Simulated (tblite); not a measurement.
Species: C3H6ClFSi2.
Atom-mapped SMILES: `[CH:1]#[C:2][SiH2:3][CH2:4][Si@@H:5]([F:6])[Cl:7]` (hydrogens: H8 on C1; H9, H10 on Si3; H11, H12 on C4; H13 on Si5)

Computed with GFN2-xTB (tblite), gas phase: L-BFGS steps from a force-field or distance-geometry start until the largest atomic force falls under 0.01 eV/Å.

Step 13: E = -605.3606 eV
```
atom  x, y, z in Å  |  force x, y, z in eV/Å
C1      2.5161    1.5150    0.1607    0.085   0.094   0.023
C2      1.9195    0.4858   -0.0102   -0.005  -0.044   0.022
Si3     0.9422   -1.0719   -0.2190   -0.024  -0.009  -0.009
C4     -0.8011   -0.6307    0.4595    0.104  -0.017   0.012
Si5    -1.7062    0.4388   -0.8125    0.062  -0.071   0.039
F6     -1.7268   -0.3839   -2.2044   -0.006   0.002   0.042
Cl7    -3.6392    0.7784   -0.4009   -0.001   0.021   0.052
H8      3.0508    2.4115    0.3073   -0.026  -0.043  -0.023
H9      0.8837   -1.3970   -1.6488    0.023  -0.032   0.073
H10     1.5714   -2.1594    0.5440   -0.058   0.046   0.030
H11    -1.3423   -1.5527    0.6961    0.001   0.185  -0.105
H12    -0.6938   -0.0833    1.4029   -0.037  -0.124  -0.179
H13    -0.9788    1.6500   -1.1536   -0.117  -0.008   0.023
```

Step 14: E = -605.3640 eV
```
atom  x, y, z in Å  |  force x, y, z in eV/Å
C1      2.5182    1.5139    0.1604    0.048   0.041   0.015
C2      1.9231    0.4834   -0.0099    0.004  -0.010   0.032
Si3     0.9408   -1.0717   -0.2156    0.058  -0.022  -0.055
C4     -0.8002   -0.6253    0.4561    0.131  -0.059   0.011
Si5    -1.7087    0.4426   -0.8103    0.078  -0.068   0.001
F6     -1.7326   -0.3821   -2.2005    0.003  -0.013   0.027
Cl7    -3.6388    0.7768   -0.4005   -0.069   0.033   0.077
H8      3.0499    2.4114    0.3066   -0.006  -0.022  -0.021
H9      0.8930   -1.4023   -1.6449    0.007  -0.027   0.074
H10     1.5706   -2.1599    0.5474   -0.072   0.055   0.035
H11    -1.3402   -1.5463    0.6860   -0.054   0.095  -0.092
H12    -0.6904   -0.0933    1.4048   -0.043  -0.036  -0.125
H13    -0.9890    1.6533   -1.1586   -0.084   0.032   0.021
```

Step 15: E = -605.3668 eV
```
atom  x, y, z in Å  |  force x, y, z in eV/Å
C1      2.5204    1.5131    0.1604    0.007  -0.020   0.005
C2      1.9263    0.4815   -0.0090    0.017   0.023   0.037
Si3     0.9409   -1.0720   -0.2137    0.123  -0.019  -0.066
C4     -0.7969   -0.6220    0.4531    0.110  -0.073  -0.026
Si5    -1.7093    0.4446   -0.8079    0.045  -0.040  -0.025
F6     -1.7374   -0.3808   -2.1969    0.011  -0.029   0.009
Cl7    -3.6400    0.7760   -0.3988   -0.074   0.032   0.088
H8      3.0492    2.4112    0.3057    0.018   0.010  -0.015
H9      0.9007   -1.4072   -1.6406   -0.004  -0.028   0.044
H10     1.5686   -2.1592    0.5510   -0.070   0.046   0.048
H11    -1.3396   -1.5398    0.6761   -0.094  -0.005  -0.076
H12    -0.6886   -0.1017    1.4044   -0.030   0.045  -0.042
H13    -0.9987    1.6569   -1.1626   -0.058   0.059   0.019
```

Step 16: E = -605.3695 eV
```
atom  x, y, z in Å  |  force x, y, z in eV/Å
C1      2.5231    1.5122    0.1605   -0.021  -0.059  -0.002
C2      1.9298    0.4796   -0.0075    0.029   0.046   0.037
Si3     0.9434   -1.0724   -0.2128    0.151  -0.009  -0.051
C4     -0.7917   -0.6199    0.4496    0.053  -0.065  -0.063
Si5    -1.7092    0.4460   -0.8063   -0.010   0.002  -0.031
F6     -1.7421   -0.3805   -2.1937    0.017  -0.041  -0.006
Cl7    -3.6429    0.7759   -0.3950   -0.032   0.020   0.088
H8      3.0489    2.4111    0.3044    0.040   0.038  -0.009
H9      0.9086   -1.4129   -1.6355   -0.011  -0.034  -0.012
H10     1.5652   -2.1578    0.5556   -0.052   0.018   0.069
H11    -1.3409   -1.5335    0.6642   -0.107  -0.087  -0.057
H12    -0.6868   -0.1095    1.4037   -0.017   0.101   0.019
H13    -1.0097    1.6621   -1.1662   -0.040   0.070   0.018
```

**Question.** Estimate the geometry and energy of step 17. (The exact step hangs on the optimiser's Hessian estimate; all steps are aligned on step 16, rigid shifts and turns removed.)

**Answer.** E = -605.3724 eV, largest force 0.159 eV/Å
```
atom  x, y, z in Å  |  force x, y, z in eV/Å
C1      2.5264    1.5110    0.1609   -0.026  -0.055  -0.004
C2      1.9339    0.4779   -0.0050    0.037   0.054   0.030
Si3     0.9487   -1.0729   -0.2125    0.127   0.000  -0.019
C4     -0.7853   -0.6186    0.4451   -0.028  -0.044  -0.076
Si5    -1.7096    0.4473   -0.8059   -0.058   0.044  -0.019
F6     -1.7467   -0.3818   -2.1912    0.019  -0.042  -0.012
Cl7    -3.6468    0.7765   -0.3885    0.031   0.001   0.078
H8      3.0490    2.4115    0.3027    0.054   0.054  -0.004
H9      0.9172   -1.4200   -1.6299   -0.012  -0.042  -0.080
H10     1.5603   -2.1557    0.5621   -0.021  -0.021   0.096
H11    -1.3444   -1.5280    0.6493   -0.083  -0.131  -0.037
H12    -0.6843   -0.1163    1.4032   -0.012   0.119   0.031
H13    -1.0228    1.6695   -1.1692   -0.030   0.063   0.016
```

The energy changes by -0.0029 eV. The first-order estimate −F·Δx gives -0.0040 eV and the mean of the old and new forces, exact on a quadratic surface, -0.0029 eV. The step makes an angle of 68° with the force vector and moves no atom by more than 0.016 Å.

What follows is the cost of the whole relaxation. On one thread, Arm Neoverse N1 (aarch64), no GPU (shared host), this took 0.83 s.
